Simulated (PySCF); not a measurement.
## Working out the ionisation energy of Bi

Bi [Xe] 4f14 5d10 6s2 6p3 (4S) → Bi+ [Xe] 4f14 5d10 6s2 6p2 (3P). All numbers are calculated (PySCF 2.14, scalar relativity by spin-free X2C-1e, in ANO-RCC-VTZP (8s7p5d3f2g, 93 functions)). Frozen: [Kr] 4d10 4f14. Energies in hartree (1 hartree = 27.21139 eV):

| part | Bi (lower) | Bi+ (upper) |
| --- | --- | --- |
| UHF | -21528.334662 | -21528.032465 |
| MP2 opposite-spin | -0.419259 | -0.411112 |
| MP2 same-spin | -0.237886 | -0.225882 |

What does Hartree-Fock give?

(-21528.032465) − (-21528.334662) = 0.302197 hartree = 8.223 eV.

What do MP2 and SCS-MP2 (6/5 opposite-spin, 1/3 same-spin) give?

The opposite-spin parts differ by 0.222 eV and the same-spin parts by 0.327 eV. MP2: 8.223 + (0.222) + (0.327) = 8.772 eV. SCS-MP2: 8.223 + 1.2 × (0.222) + (0.327)/3 = 8.598 eV.

Reference: 7.286 eV (measured; NIST Atomic Spectra Database, ionization energies), between the lowest levels; spin-orbit coupling is absent from the calculation.

What remains against the reference includes basis incompleteness, the frozen core and correlation beyond second order.
